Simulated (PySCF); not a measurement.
C8H6, SMILES C1C=C2C(=CC=C2)C=1.

Geometry: ωB97X-D3(BJ)/def2-SVP.

All values below come from TDA-LC-ωPBE/def2-SVPD (PySCF 2.14.0).

Vertical excitations. The molecule is in vacuum. State labels are in the subgroup C2h.

```
state  symmetry  energy (eV)  λ (nm)      f                          main pairs
-----  --------  -----------  ------  -----  ----------------------------------
S1           Ag         2.32     535  0.000                      HOMO→LUMO 98 %
S2           Bu         4.44     279  0.183                    HOMO−1→LUMO 90 %
S3           Au         5.41     229  0.000                    HOMO−3→LUMO 97 %
S4           Bu         6.17     201  0.088  HOMO−2→LUMO 79 %, HOMO→LUMO+4 16 %
S5           Bg         6.29     197  0.000                    HOMO−4→LUMO 96 %
S6           Au         6.71     185  0.007                    HOMO→LUMO+1 84 %
T1           Ag         1.11    1113      0                      HOMO→LUMO 94 %
T2           Bu         2.22     560      0                    HOMO−1→LUMO 93 %
```
Triplets are in the Tamm–Dancoff approximation.
